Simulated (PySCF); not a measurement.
CH₂N, SMILES C#[NH+], charge +1. The structure is a stationary point at PBE0-D3(BJ)/def2-TZVPD. The isomer is the one that the SMILES or the coordinates give; other isomers of the formula were not compared.

TDDFT-ωB97X/def2-TZVPD (PySCF 2.14.0) puts the lowest singlet excitations at 8.55, 8.90, 8.90, 13.19, 13.19, 13.62 eV.

### Question
What are the lowest excitation roots from PySCF with ADC(2)/aug-cc-pVDZ? (Estimate from the structure and the level; the computed values follow.)

### Answer
9.26, 9.69, 9.69, 13.40, 13.40, 13.85 eV. S1 differs by 0.71 eV (second minus first; roots are paired by order, and the bases may differ).
